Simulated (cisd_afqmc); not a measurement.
Input (AFQMC/CISD/cc-pV(T+d)Z; cisd_afqmc is a phaseless AFQMC code with CISD trial states that reads the integrals written by Ansatz): A basis named .json is the Basis Set Exchange file of that set.

Ansatz 0.2 input:
```python
import cisd_afqmc

open("ham.yaml", "w").write("""\
crystal:
  periodic: [false, false, false]
  atoms:
    - {symbol: Cl, position_ang: [1.81689986, 1.14617903, 0.00537615]}
    - {symbol: C, position_ang: [0.69934931, -0.18357469, -0.02122120]}
    - {symbol: C, position_ang: [-0.59609092, -0.00568637, 0.01204279]}
    - {symbol: Cl, position_ang: [-1.92234639, -1.01127863, 0.00182070]}
    - {symbol: H, position_ang: [1.17304067, -1.15774047, -0.06727605]}
basis:
  gaussian:
    orbitals: cc-pV_T+d_Z.json
magnetization: {spin_polarized: true, initial_magnetization: 1}
correlation: {method: ccsd, electrons: outside_noble_gas, hamiltonian_folder: ham}
""")
rep = cisd_afqmc.ansatz("ham.yaml")
e_ccsd = rep["correlation"]["coupled_cluster"]["energy"]["hartree"]
out = cisd_afqmc.run("ham", e_ccsd, trial="CISD", walkers=2000, populations=1, threads=12, dt=0.005, steps=40, early=24, settle=10, least=100,
    cut=5e-5, rank_cut=2e-4, target=0.0007, seconds=1500, seed=4, memory=62639, gpu=True)
```

Output:

```
orbitals 140, occupied [12, 11], factors 837 of 911, rank of the doubles 1034 of 2955
E(HF) = -995.291881
E(CCSD) on the cut factors = -995.990163, shift to the whole factors -0.000004
Energy of the trial state on the determinant = -995.990127
  tau behind 7.2 of longer steps, mean of the populations' last blocks
   2.0  -996.02871
   4.0  -996.02611
   6.0  -996.02682
   8.0  -996.02696
  10.0  -996.02729
  12.0  -996.02727
  14.0  -996.02713
  16.0  -996.02901
  18.0  -996.02656
  20.0  -996.02877
  22.0  -996.02868
blocks 100 (0 outliers left out), error by blocks joined: 1: 0.00021, 2: 0.00024, 4: 0.00028, 8: 0.00038
E(AFQMC/CISD) = -996.02746 +/- 0.00038
```

The determinant is spin-contaminated: <S^2> is 0.98, 0.23 over the pure value.

The error still grows at the longest joins of blocks, or few joins were possible, so the printed bar may be too narrow.
